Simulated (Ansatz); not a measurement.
Cost and result up the ladder for Sn4H8 (the lowest singlet isomer of a short search) (12 atoms). The state is a singlet with charge 0. Geometry: PBE-D4/def2-SVP.

```xyz
12

Sn    1.7958    0.7333    0.1745
Sn   -1.7556   -0.9381   -0.8588
Sn   -0.9419    1.3341    0.6254
Sn    0.6867   -2.5345   -0.6161
H    -3.2331   -1.5149   -0.1339
H     2.9180    0.2825    1.4192
H     0.6031   -2.1046    1.1374
H    -1.0929    1.2681    2.3562
H     2.7098    1.6127   -1.0211
H    -2.2382   -0.3007   -2.4098
H    -1.1796    2.9993    0.1710
H     1.7277   -0.8371   -0.8442
```

Ansatz on 4 threads of Arm Neoverse V2 on a shared host. Times are rough, and most runs start from the orbitals of an earlier one. ωB97M-V/def2-TZVP serves as the yardstick here, not as an exact answer. Differences are given only for rows in sets of like size (and for xTB, whose basis is part of the method), since another set adds its own error. Binding counts from free atoms at the same level (Sn triplet, H doublet; other spins of the atoms weren't run), without zero-point energy or a counterpoise term.

In the def2 sets Sn takes a core potential, while STO-3G treats all electrons; there is no spin–orbit coupling. LC-ωPBE has ω = 0.4 bohr⁻¹. Correlated methods freeze 16 core orbitals; core or outer-core shells of Sn are correlated, in sets that lack core-valence functions. The rows differ in basis, and correlated rows in double-zeta sets carry the largest basis error. The structure comes from a short search, and lower isomers may exist.

Correlated methods converge slowly with the basis, most of all in double-zeta sets.

```json
{"level": "PBE-D4/def2-SVP", "functions": "144", "wall time": "1.5 s"}
{"level": "HF/STO-3G", "functions": "116", "wall time": "2.2 s"}
{"level": "PBE0-D4/def2-SVP", "functions": "144", "wall time": "2.7 s"}
{"level": "PBE-D4/def2-TZVP (with forces)", "functions": "248", "wall time": "3.7 s"}
{"level": "LC-ωPBE/def2-TZVP", "functions": "248", "wall time": "4 s"}
{"level": "r2SCAN-D4/def2-TZVP", "functions": "248", "wall time": "6 s"}
{"level": "PBE0-D4/def2-TZVP", "functions": "248", "wall time": "6.5 s"}
{"level": "MP2/def2-TZVP", "functions": "248", "wall time": "6.5 s"}
{"level": "r2SCAN0-D4/def2-TZVP", "functions": "248", "wall time": "8.5 s"}
{"level": "ωB97M-V/def2-TZVP", "functions": "248", "wall time": "17 s"}
{"level": "CCSD(T)/def2-SVP", "functions": "144", "wall time": "49 s"}
```

Question: Estimate what each level gives for the binding energy per atom (eV).

Answer: 
| level | binding energy per atom (eV) | difference from ωB97M-V/def2-TZVP (eV) |
| --- | --- | --- |
| PBE-D4/def2-SVP | 2.25 | – |
| HF/STO-3G | 3.03 | – |
| PBE0-D4/def2-SVP | 2.23 | – |
| PBE-D4/def2-TZVP (with forces) | 2.26 | 0.00 |
| LC-ωPBE/def2-TZVP | 2.21 | -0.06 |
| r2SCAN-D4/def2-TZVP | 2.28 | 0.01 |
| PBE0-D4/def2-TZVP | 2.25 | -0.02 |
| MP2/def2-TZVP | 2.08 | -0.18 |
| r2SCAN0-D4/def2-TZVP | 2.26 | -0.01 |
| ωB97M-V/def2-TZVP | 2.27 | 0.00 |
| CCSD(T)/def2-SVP | 2.10 | – |
